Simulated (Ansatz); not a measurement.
Cost and result for the atomization energy of CH₄BrGaSi (`Br[SiH]1[CH2][GaH]1`) (8 atoms, 8 bonds).

Total charge 0; spin multiplicity 1. Correlated methods include outer-core shells of Br, Ga, which these sets cover unevenly. Scalar relativity is left out up to krypton. All single points use the PBE0-D4/def2-TZVP geometry. Program: Ansatz. All runs use 4 threads of a server CPU on a shared host. Times are those of one run each, without the atoms' runs, and a repeat can differ threefold. Electronic energies, without spin–orbit coupling; frozen cores. CCSD(T)/CBS adds CCSD(T) − MP2 in def2-TZVPP to the MP2 limit, and its time is that of the two runs behind it. T1 = 0.011. With those shells the extrapolation isn't a true limit. HSE06 is the plane-wave form, built on full-range PBE exchange.

CCSD(T)/CBS is a level of theory with its own doubt, some kJ/mol a heavy atom from the limit and from the frozen cores, so smaller differences don't rank the functionals.

| level | functions | wall time |
| --- | --- | --- |
| revPBE-D4/def2-TZVPP | 225 | 2.5 s |
| BLYP-D4/def2-TZVPP | 225 | 2.5 s |
| HSE06-D4/def2-TZVPP | 225 | 4.6 s |
| r2SCAN-D4/def2-TZVPP (with forces) | 225 | 6.5 s |
| r2SCANh-D4/def2-TZVPP | 225 | 7 s |
| B2PLYP/def2-TZVPP | 225 | 7.5 s |
| CCSD(T)/def2-SVP | 116 | 9 s |
| ωB97X-V/def2-TZVPP | 225 | 10 s |
| B97M-V/def2-TZVPP | 225 | 12 s |
| ωB97M-V/def2-TZVPP (with forces) | 225 | 17 s |
| MP2/def2-QZVPP | 425 | 24 s |
| CCSD(T)/def2-TZVPP | 225 | 2.8 min |
| CCSD(T)/CBS(def2) | – | 3.2 min |

**Question.** What atomization energy does each give, and how far from CCSD(T)/CBS? (Estimate.)

**Answer.** Computed: 
```json
{"level": "revPBE-D4/def2-TZVPP", "atomization (kJ/mol)": "2312.4", "difference from CCSD(T)/CBS": "-41.9", "per bond": "-5.2"}
{"level": "BLYP-D4/def2-TZVPP", "atomization (kJ/mol)": "2291.1", "difference from CCSD(T)/CBS": "-63.2", "per bond": "-7.9"}
{"level": "HSE06-D4/def2-TZVPP", "atomization (kJ/mol)": "2349.6", "difference from CCSD(T)/CBS": "-4.7", "per bond": "-0.6"}
{"level": "r2SCAN-D4/def2-TZVPP (with forces)", "atomization (kJ/mol)": "2367.6", "difference from CCSD(T)/CBS": "13.3", "per bond": "1.7"}
{"level": "r2SCANh-D4/def2-TZVPP", "atomization (kJ/mol)": "2354.9", "difference from CCSD(T)/CBS": "0.6", "per bond": "0.1"}
{"level": "B2PLYP/def2-TZVPP", "atomization (kJ/mol)": "2294.8", "difference from CCSD(T)/CBS": "-59.5", "per bond": "-7.4"}
{"level": "CCSD(T)/def2-SVP", "atomization (kJ/mol)": "2175.3", "difference from CCSD(T)/CBS": "-179.0", "per bond": "-22.4"}
{"level": "ωB97X-V/def2-TZVPP", "atomization (kJ/mol)": "2354.5", "difference from CCSD(T)/CBS": "0.2", "per bond": "0.0"}
{"level": "B97M-V/def2-TZVPP", "atomization (kJ/mol)": "2364.3", "difference from CCSD(T)/CBS": "10.0", "per bond": "1.3"}
{"level": "ωB97M-V/def2-TZVPP (with forces)", "atomization (kJ/mol)": "2333.8", "difference from CCSD(T)/CBS": "-20.5", "per bond": "-2.6"}
{"level": "MP2/def2-QZVPP", "atomization (kJ/mol)": "2361.1", "difference from CCSD(T)/CBS": "6.8", "per bond": "0.8"}
{"level": "CCSD(T)/def2-TZVPP", "atomization (kJ/mol)": "2289.7", "difference from CCSD(T)/CBS": "-64.6", "per bond": "-8.1"}
{"level": "CCSD(T)/CBS(def2)", "atomization (kJ/mol)": "2354.3", "difference from CCSD(T)/CBS": "0.0", "per bond": "0.0"}
```

In def2-TZVPP, CCSD(T) changes the Hartree–Fock value by +609.3 kJ/mol (the triples alone add +42.0 kJ/mol) and MP2 by +643.2 kJ/mol; breaking electron pairs costs correlation energy, which Hartree–Fock lacks. From BLYP to BHLYP (50 % exact exchange), in def2-TZVPP and without D4, the atomization energy moves by −7.1 kJ/mol: exact exchange takes away binding that semilocal exchange gives to molecules. At CCSD(T), def2-SVP lies −179.0 kJ/mol from the extrapolated value and def2-TZVPP −64.6 kJ/mol: correlation converges slowly with the basis, and small sets miss more of it in the bonded molecule than in its fragments.
